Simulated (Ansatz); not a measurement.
`C[SiH2][NH][GeH3]` + H₂S → `[SH][GeH3]` + `C[SiH2]N` at 500 K and 1 bar (ligand exchange at a Ge–N bond).

Isolated molecules relaxed with PBE0-D4/def2-TZVP in Ansatz; ΔE leaves out vibrations. CCSD(T)/CBS is the MP2 limit (def2-TZVPP, def2-QZVPP) plus CCSD(T) − MP2 in def2-TZVPP, frozen cores. This one scheme is used for every species. For Ge outer-core shells are correlated without core-valence functions, which leaves a few kJ/mol of doubt a bond. Scalar relativity is left out up to krypton. Each species was taken in one conformer, which may not be the lowest.

```csv
species,CCSD(T)/CBS energy (Eh),H − E (kJ/mol),S (J/(mol·K))
`C[SiH2][NH][GeH3]`,-2463.39859,299.1,458.4
H₂S,-398.97279,57.0,224.0
`[SH][GeH3]`,-2476.30083,114.8,326.3
`C[SiH2]N`,-386.08232,247.9,360.4
```

H − E and S are ideal-gas, rigid-rotor, harmonic terms from PBE0-D4/def2-TZVP, for one conformer and one mirror image of each species. 1 Eh = 2625.50 kJ/mol, R = 8.31446 J/(mol·K).

**Question.** By hand: ΔE, ΔH, ΔS and ΔG.

**Answer.** ΔE = (-2476.30083) + (-386.08232) − (-2463.39859) − (-398.97279) = -0.01177 Eh = -30.9 kJ/mol. Δ(H − E) = 114.8 + 247.9 − 299.1 − 57.0 = 6.6, so ΔH = -24.3 kJ/mol. ΔS = 326.3 + 360.4 − 458.4 − 224.0 = 4.3 J/(mol·K). ΔG = -24.3 − 500 × (4.3)/1000 = -26.4 kJ/mol.

**Question.** By hand: the equilibrium constant, and the temperature at which ΔG would vanish if ΔH and ΔS stayed fixed.

**Answer.** log₁₀ K = −ΔG/(RT ln 10) = 2.8. ΔH and −TΔS have one sign here, so there is no such temperature. One of them is within its doubt of zero, so this could turn.

The number of gas molecules stays the same, so ΔS is small and ΔH decides. A doubt of 5 kJ/mol in ΔE shifts log₁₀ K by 0.5 here. Other conformers and mirror images would add mixing entropy, several J/(mol·K) or more a flexible species. Modes under 60 cm⁻¹, often nearly free rotors, make the harmonic entropy too high. These are equilibria of isolated gas molecules and say nothing of rates. Largest T1 diagnostic: 0.011 (customary marks: 0.02 for closed shells, 0.045 for open ones).
